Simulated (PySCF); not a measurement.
```xyz
3
charge -1 multiplicity 1, angstrom
K     0.0000    0.0000    0.0000
F     2.3844    0.0000    0.0000
F    -2.3844    0.0000    0.0000
```

All numbers come from PBE0 in PySCF with K def2-TZVPD, F def2-TZVPD; no relativity; density-fitted integrals.

This geometry of [KF2]- is a stationary point at this level.

(1) What is the point group?

(2) Is it a minimum?

(3) Which band is strongest in the infrared?

(4) What are the dipole moment and the gap between the highest occupied and lowest empty levels?

Results:

(1) D∞h.

(2) Yes: all harmonic wavenumbers are real, though the softest, 52 cm⁻¹, leaves little margin.

(3) 52 cm⁻¹ (πu), 162 km/mol.

(4) 0.00 D about the centre of mass and 5.26 eV.

This need not be the most stable arrangement of these atoms. The lowest empty level of this anion is unbound, so it and the gap depend on the basis.
